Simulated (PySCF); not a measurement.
H₄OSeSiZn, SMILES [SiH3][O][Zn][SeH].

Coordinates come from a B3LYP-D3(BJ)/def2-SVP optimisation. The structure was generated by enumeration; whether it is a known compound was not checked. One conformer was computed; it need not be the lowest.

The numbers are results of TDA-PBE/def2-SVPD run with PySCF, not measurements.

Vertical excitations. 

```csv
state,energy (eV),λ (nm),f,main pairs
S1,4.06,305,0.022,HOMO→LUMO 100 %
S2,4.69,264,0.006,HOMO−1→LUMO 99 %
S3,4.89,254,0.002,HOMO→LUMO+1 94 %
S4,4.92,252,0.029,HOMO−2→LUMO 92 %
S5,5.55,224,0.010,"HOMO→LUMO+2 55 %, HOMO→LUMO+3 23 %, HOMO−1→LUMO+1 11 %, HOMO−3→LUMO 9 %"
S6,5.57,223,0.008,"HOMO→LUMO+3 69 %, HOMO→LUMO+2 19 %"
S7,5.62,221,0.020,HOMO−1→LUMO+1 74 %
S8,5.71,217,0.005,HOMO−2→LUMO+1 86 %
S9,6.06,205,0.004,HOMO−1→LUMO+2 96 %
S10,6.16,201,0.002,HOMO−1→LUMO+3 85 %
T1,3.74,331,0,HOMO→LUMO 100 %
T2,4.47,277,0,HOMO−1→LUMO 100 %
T3,4.61,269,0,HOMO−2→LUMO 99 %
T4,4.66,266,0,HOMO→LUMO+1 97 %
```
Triplets are in the Tamm–Dancoff approximation.
